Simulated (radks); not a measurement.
All-electron atom: Ti11+ in 1s1 2s2 2p6 3s2 (not the ground configuration).

All-electron calculation, scalar-relativistic Kohn-Sham, BLYP, spin-polarised, spherical densities, finite nucleus; open shells are filled with parallel spins first; Fermi nuclear charge, rms radius 3.5921 fm. Program: a radial shooting solver on a logarithmic mesh with Libxc functionals.

Energy parts (eV):
| part | energy |
|---|---|
| total | -16965.653 |
| kinetic | 17100.158 |
| electron-nucleus | -38029.577 |
| Hartree | 4751.693 |
| exchange-correlation | -787.927 |

Orbitals (lengths in bohr, moments of r in powers of bohr; <r^-3> diverges for s and p1/2):
orbital  occ.  eigenvalue (eV)  <r^-3>     <r^2>
1s up       1        -5442.502       -  0.006275
2s up       1        -864.6366       -    0.1131
2s down     1        -858.7143       -    0.1144
2p up       3        -784.0557   313.7   0.08973
2p down     3        -779.8503   304.9   0.09074
3s up       1        -293.3296       -    0.7604
3s down     1        -292.1892       -    0.7661

The highest occupied level is 3s down at -292.19 eV. The density falls to 0.001 e/bohr^3 at r = 1.79 bohr. The spin density at the nucleus is 4005 e/bohr^3 (1s 4005, 2s 0, 3s -0).

Empty levels of this run are not shown, since the potential may be unsettled where no density lies.
